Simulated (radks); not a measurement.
The mean radii <r> (bohr) of the occupied orbitals of an atom or ion are listed with their occupations. Method: non-relativistic Kohn-Sham, TPSS, spin-polarised, spherical densities, point nucleus; meta-GGA in the generalised Kohn-Sham scheme; computed with a radial shooting solver on a logarithmic mesh with Libxc functionals.

orbital  occ.      <r>
1s up       1  0.02229
1s down     1  0.02229
2s up       1  0.09446
2s down     1  0.09445
2p up       3  0.08004
2p down     3  0.08004
3s up       1   0.2388
3s down     1   0.2387
3p up       3   0.2284
3p down     3   0.2284
3d up       5   0.2010
3d down     5   0.2010
4s up       1   0.4789
4s down     1   0.4793
4p up       3   0.4772
4p down     1   0.4776

Name the element and its charge. Open shells, if any, are filled with parallel spins first.

Answer. Z = 68, erbium, charge +34: Er34+ in [Ar] 3d10 4s2 4p4. The 1s radius gives Z: for a bare nucleus <r> = 1.5/Z, 0.02206 bohr for Z = 68, and screening makes it slightly larger (0.02229 here). The occupations add up to 34, and the charge is Z minus that.
